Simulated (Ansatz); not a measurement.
Ansatz (an electronic-structure program) job for Zn(H)(SH) (H2SZn), SMILES [SH][ZnH], B3LYP-D3(BJ)/def2-TZVP. 

Ansatz 0.2 input:
```yaml
crystal:
  periodic: [false, false, false]
  atoms:
    - {symbol: Zn, position_ang: [0.02727728, 0.76128618, -0.00000000]}
    - {symbol: H, position_ang: [-0.39725393, 2.20325131, 0.00000000]}
    - {symbol: S, position_ang: [-0.10027048, -1.45513125, 0.00000000]}
    - {symbol: H, position_ang: [1.18326325, -1.75973667, 0.00000000]}
basis:
  gaussian:
    orbitals: def2-TZVP
hamiltonian:
  xc: b3lyp
  dispersion: d3bj
relax: {f_tol: 0.002, max_steps: 200}
```

It prints:

```
WARN ansatz: RAYON_NUM_THREADS=1 ignored (pool sized by the plan → 1); use --threads N
Functional definition: B3LYP
integrals: 0.04 GiB planned
793 factors; integrals over basis functions are off by at most 3.9e-4 eV
mean field: 0.32 GiB planned
mean field evaluation 1: about -59287.9711 eV, gradient 4.3e1 eV
mean field evaluation 2: about -59282.4824 eV, gradient 8.9e1 eV
mean field evaluation 4: about -59290.5772 eV, gradient 1.4e0 eV
mean field evaluation 8: about -59290.6368 eV, gradient 1.6e-1 eV
mean field evaluation 16: about -59290.6369 eV, gradient 7.2e-5 eV
mean field -59290.63685030 eV, -2178.8907156114 hartree, gradient 7.2e-5 eV, S^2 0.000000; 0 other end points of the search recorded, 0 dependent functions left out
the calculation of the forces begins
reference -59290.63706989 eV, -2178.8907236811 hartree; 24, 24 occupied and 73, 73 virtual orbitals, 793 factors
relax step   1: F+E_penalty+E_count = -59290.75398512 eV  Δ(F+E_penalty+E_count) = +0.000e0 eV  max|allowed force component| = 8.623e-1 eV/Å  Δτ_max = 0.0000 Å  (27 SCF iters, accepted)
these checks for a lower state are left out or cut short: starts, cluster_reference, orbital_swaps, neighbouring_geometries, increment
integrals: 0.04 GiB planned
793 factors; integrals over basis functions are off by at most 5.3e-4 eV
mean field: 0.33 GiB planned
mean field -59290.72511128 eV, -2178.8939591427 hartree, gradient 1.8e-5 eV, S^2 0.000000; 0 other end points of the search recorded, 0 dependent functions left out
the calculation of the forces begins
reference -59290.72533007 eV, -2178.8939671831 hartree; 24, 24 occupied and 73, 73 virtual orbitals, 793 factors
relax step   2: F+E_penalty+E_count = -59290.84254878 eV  Δ(F+E_penalty+E_count) = -8.856e-2 eV  max|allowed force component| = 2.576e-1 eV/Å  Δτ_max = 0.1388 Å  (30 SCF iters, accepted)
these checks for a lower state are left out or cut short: starts, cluster_reference, orbital_swaps, neighbouring_geometries, increment
integrals: 0.04 GiB planned
793 factors; integrals over basis functions are off by at most 5.4e-4 eV
mean field: 0.33 GiB planned
mean field evaluation 32: about -59290.7348 eV, gradient 6.0e-6 eV
mean field -59290.73483293 eV, -2178.8943164066 hartree, gradient 6.0e-6 eV, S^2 0.000000; 0 other end points of the search recorded, 0 dependent functions left out
the calculation of the forces begins
reference -59290.73505147 eV, -2178.8943244378 hartree; 24, 24 occupied and 73, 73 virtual orbitals, 793 factors
relax step   3: F+E_penalty+E_count = -59290.85221970 eV  Δ(F+E_penalty+E_count) = -9.671e-3 eV  max|allowed force component| = 1.788e-1 eV/Å  Δτ_max = 0.1079 Å  (33 SCF iters, accepted)
these checks for a lower state are left out or cut short: starts, cluster_reference, orbital_swaps, neighbouring_geometries, increment
integrals: 0.04 GiB planned
793 factors; integrals over basis functions are off by at most 5.2e-4 eV
mean field: 0.33 GiB planned
mean field -59290.73916673 eV, -2178.8944756708 hartree, gradient 7.5e-6 eV, S^2 0.000000; 0 other end points of the search recorded, 0 dependent functions left out
the calculation of the forces begins
reference -59290.73938516 eV, -2178.8944836980 hartree; 24, 24 occupied and 73, 73 virtual orbitals, 793 factors
relax step   4: F+E_penalty+E_count = -59290.85683017 eV  Δ(F+E_penalty+E_count) = -4.610e-3 eV  max|allowed force component| = 7.517e-2 eV/Å  Δτ_max = 0.0291 Å  (31 SCF iters, accepted)
these checks for a lower state are left out or cut short: starts, cluster_reference, orbital_swaps, neighbouring_geometries, increment
integrals: 0.04 GiB planned
793 factors; integrals over basis functions are off by at most 5.1e-4 eV
mean field: 0.33 GiB planned
mean field -59290.73944411 eV, -2178.8944858646 hartree, gradient 2.3e-5 eV, S^2 0.000000; 0 other end points of the search recorded, 0 dependent functions left out
the calculation of the forces begins
reference -59290.73966252 eV, -2178.8944938908 hartree; 24, 24 occupied and 73, 73 virtual orbitals, 793 factors
relax step   5: F+E_penalty+E_count = -59290.85711868 eV  Δ(F+E_penalty+E_count) = -2.885e-4 eV  max|allowed force component| = 2.137e-2 eV/Å  Δτ_max = 0.0059 Å  (25 SCF iters, accepted)
these checks for a lower state are left out or cut short: starts, cluster_reference, orbital_swaps, neighbouring_geometries, increment
integrals: 0.04 GiB planned
793 factors; integrals over basis functions are off by at most 5.1e-4 eV
mean field: 0.33 GiB planned
mean field -59290.73944779 eV, -2178.8944859995 hartree, gradient 9.4e-6 eV, S^2 0.000000; 0 other end points of the search recorded, 0 dependent functions left out
the calculation of the forces begins
reference -59290.73966616 eV, -2178.8944940245 hartree; 24, 24 occupied and 73, 73 virtual orbitals, 793 factors
relax step   6: F+E_penalty+E_count = -59290.85715452 eV  Δ(F+E_penalty+E_count) = -3.585e-5 eV  max|allowed force component| = 2.169e-3 eV/Å  Δτ_max = 0.0022 Å  (25 SCF iters, accepted)
these checks for a lower state are left out or cut short: starts, cluster_reference, orbital_swaps, neighbouring_geometries, increment
integrals: 0.04 GiB planned
793 factors; integrals over basis functions are off by at most 5.1e-4 eV
mean field: 0.33 GiB planned
mean field -59290.73944582 eV, -2178.8944859274 hartree, gradient 2.2e-5 eV, S^2 0.000000; 0 other end points of the search recorded, 0 dependent functions left out
the calculation of the forces begins
reference -59290.73966419 eV, -2178.8944939523 hartree; 24, 24 occupied and 73, 73 virtual orbitals, 793 factors
relax step   7: F+E_penalty+E_count = -59290.85715462 eV  Δ(F+E_penalty+E_count) = -9.862e-8 eV  max|allowed force component| = 1.080e-3 eV/Å  Δτ_max = 0.0001 Å  (20 SCF iters, accepted)
integrals: 0.04 GiB planned
793 factors; integrals over basis functions are off by at most 5.1e-4 eV
mean field: 0.33 GiB planned
mean field evaluation 64: about -59283.3397 eV, gradient 8.8e1 eV
mean field -59290.73944582 eV, -2178.8944859274 hartree, gradient 2.2e-5 eV, S^2 0.000000; 1 other end points of the search recorded, 0 dependent functions left out
the calculation of the forces begins
reference -59290.73966419 eV, -2178.8944939523 hartree; 24, 24 occupied and 73, 73 virtual orbitals, 793 factors
Total energy: -59290.85737299 eV, -2178.8988196708 hartree
Atom 0 at    -0.162162     0.661519    -0.000000 Å, force    -0.000089     0.000931    -0.000000 eV/Å
Atom 1 at    -0.219401     2.191912     0.000000 Å, force     0.000023    -0.000152     0.000000 eV/Å
Atom 2 at    -0.125070    -1.526194     0.000000 Å, force    -0.001014    -0.000670     0.000000 eV/Å
Atom 3 at     1.219650    -1.577567    -0.000000 Å, force     0.001080    -0.000109    -0.000000 eV/Å
Dipole moment:     0.139585     0.206038     0.000000 e Å
```

The calculation finished and met its thresholds.
